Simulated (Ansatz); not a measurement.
Basis-set series for Cl₃GeH₃Si, SMILES `Cl[Si](Cl)(Cl)[GeH3]`. The species carries charge 0 and has multiplicity 1. The structure was optimised at the PBE0-D4/def2-TZVP level.

```
functional       basis  functions  energy (Eh)  HOMO (eV)  LUMO (eV)
   PBE0-D4    def2-SVP        119  -3747.44160      -8.43      -0.07
   PBE0-D4  def2-TZVPP        258  -3748.28774      -8.49      -0.35
   ωB97M-V    def2-SVP        119  -3748.06872     -10.39       1.89
   ωB97M-V  def2-TZVPP        258  -3748.90849     -10.49       1.55
```

Q: Give the rows for def2-QZVPP. (An estimate is asked.)

A: The calculation gave: 
| functional | basis | functions | energy (Eh) | HOMO (eV) | LUMO (eV) |
| --- | --- | --- | --- | --- | --- |
| PBE0-D4 | def2-QZVPP | 459 | -3748.38276 | -8.51 | -0.53 |
| ωB97M-V | def2-QZVPP | 459 | -3749.00004 | -10.52 | 1.15 |

Positive LUMOs are unbound and depend on the basis. Scalar relativity is left out up to krypton.

All numbers were calculated with Ansatz.
